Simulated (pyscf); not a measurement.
Optimised with ωB97X-D3(BJ)/def2-SVP in PySCF.

Q: What is the homolytic dissociation enthalpy (298 K, ωB97M-D3(BJ)/def2-TZVP) of the Ga–Si bond of H₂P–SiH₂–GaH–PH₂ (SMILES P[SiH2][GaH][PH2]), to •H₂Si–PH₂ + [H₂P–GaH]•?

A: Ga–Si to •H₂Si–PH₂ + [H₂P–GaH]•: 64.8 kcal/mol. The 7 functionals that were run give +60.2 (PBE) to +70.9 kcal/mol (ωB97X-D3(BJ)). The radicals are drawn with the spin at the cut bond; how far it spreads was not checked. •H₂Si–PH₂ lies 7.2 kcal/mol over its isomer H₃Si–PH•, and others may lie lower still (electronic energy, ωB97M-D3(BJ)). Other isomers of [H₂P–GaH]• were not searched in full and may lie lower. Elements up to Kr have no core potential and no relativistic terms here.
